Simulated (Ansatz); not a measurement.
Calculated with Ansatz (gas phase, PBE0-D4/def2-TZVP geometries, no zero-point term in ΔE). CCSD(T)/CBS is the MP2 limit (def2-TZVPP, def2-QZVPP) plus CCSD(T) − MP2 in def2-TZVPP, frozen cores. This one scheme is used for every species. DFT in def2-TZVPP. B3LYP here is the variant with VWN-RPA as its local correlation; programs differ in this. HSE06 is defined as in plane-wave codes. Elements past krypton have def2 core potentials. For Sn outer-core shells are correlated without core-valence functions, which leaves a few kJ/mol of doubt a bond. One conformer a species, not always the lowest.

Consider the ligand exchange at the Sn–C bond: `C[CH2][SnH3]` + `OCF` → `FC[O][SnH3]` + ethane.

```tsv
level	ΔE (kcal/mol)	difference from CCSD(T)/CBS
PBE-D4	-11.1	0.6
r2SCAN-D4	-13.1	-1.4
B3LYP-D4	-13.0	-1.3
r2SCANh-D4	-12.6	-0.9
HSE06-D4	-10.5	1.2
BHLYP-D4	-13.3	-1.6
CAM-B3LYP-D4	-13.4	-1.7
ωB97X-V	-12.9	-1.2
B2PLYP	-13.0	-1.3
PBE-QIDH	-10.8	0.9
PBE0	-10.8	0.9
r2SCANh	-12.7	-1.0
LC-ωPBE	-12.0	-0.3
HF/def2-SVP	-15.0	-3.3
MP2/def2-QZVPP	-11.1	0.6
CCSD/CBS(def2)	-11.9	-0.2
CCSD(T)/CBS	-11.7	0
```

(1) What do rigid-rotor, harmonic-oscillator terms from PBE0-D4/def2-TZVP frequencies (298.15 K, 1 bar) make of the CCSD(T)/CBS value? (Best estimate.)

Largest T1 diagnostic among the species: 0.013.

## Answers

(1) Computed: ΔZPE = -0.3 kcal/mol, ΔH = -11.9 kcal/mol, ΔS = -15 J/(mol·K), ΔG = -10.8 kcal/mol.

From r2SCAN to r2SCAN0 (25 % exact exchange), in def2-TZVPP and without D4, ΔE moves by +1.0 kcal/mol. Leaving LDA and LC-ωPBE aside and taking each functional with its dispersion term where it has one, the values, not all of them listed here, spread over 4.4 kcal/mol, from B97M-V to HSE06-D4. LDA lies +1.7 kcal/mol from PBE without D4. In def2-TZVPP, CCSD(T) changes the Hartree–Fock value by +3.7 kcal/mol (the triples alone add +0.1 kcal/mol) and MP2 by +4.2 kcal/mol.
